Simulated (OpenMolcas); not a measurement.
An atom or ion with 23 electrons was computed by MS-RASPT2, IPEA 0.25 Eh, imaginary shift 0.1 Eh with spin-orbit coupling (OpenMolcas, ANO-RCC-VQZP, DKH2). The lowest levels that the run gave, each within 12 % of the measured value where one is at hand:

| J | Parity | E (cm⁻¹) | g |
| --- | --- | --- | --- |
| 5/2 | even | 0.0 | 2.002 |
| 5/2 | even | 42860 | 0.573 |
| 7/2 | even | 42940 | 0.985 |
| 11/2 | even | 42960 | 1.273 |
| 9/2 | even | 42990 | 1.172 |
| 5/2 | even | 47380 | 1.577 |
| 3/2 | even | 47570 | 1.693 |
| 1/2 | even | 47790 | 2.598 |
| 7/2 | even | 51780 | 1.428 |
| 1/2 | even | 52000 | 0.070 |
| 3/2 | even | 52200 | 1.239 |
| 5/2 | even | 52260 | 1.391 |

Task: Which ion is it, and what are the configurations and terms?

Result: Ni5+ (Z = 28, charge +5; active space 11 electrons in 8 orbitals (RAS1 3p, at most 2 holes; RAS2 3d)). J, parity and g give the terms where levels are pure, and mixed ones are named by the computed weights; the size of the splittings, set against known spectra of the 23-electron sequence, gives the charge. In order, with the measured energies in cm⁻¹ (Corliss and Sugar, J. Phys. Chem. Ref. Data 10, 197 (1981)): 3d⁵ ⁶S_5/2, 3d⁵ ⁴G_5/2, 3d⁵ ⁴G_7/2, 3d⁵ ⁴G_11/2 (41921), 3d⁵ ⁴G_9/2, 3d⁵ ⁴P_5/2 (45884), 3d⁵ ⁴P_3/2 (46104), 3d⁵ ⁴P_1/2 (46325), 3d⁵ ⁴D_7/2 (50331), 3d⁵ ⁴D_1/2, 3d⁵ ⁴D_3/2, 3d⁵ ⁴D_5/2.

CASPT2 breaks the degeneracy within a term, and the mean is taken; among the terms shown or strongly mixed into the levels shown the widest spread is 350 cm-1 (3d⁵ ⁴G). Active for correlation alone: 3p; no level in the range computed is led by a configuration that opens it, so any true level of that kind is missing. Computed and measured levels are paired by configuration, term and J; levels that our copy of the source lacks, or whose pairing is in doubt (as where it misses far off the trend of its configuration), stay unpaired and out of the deviations. Only configurations of the active space appear.
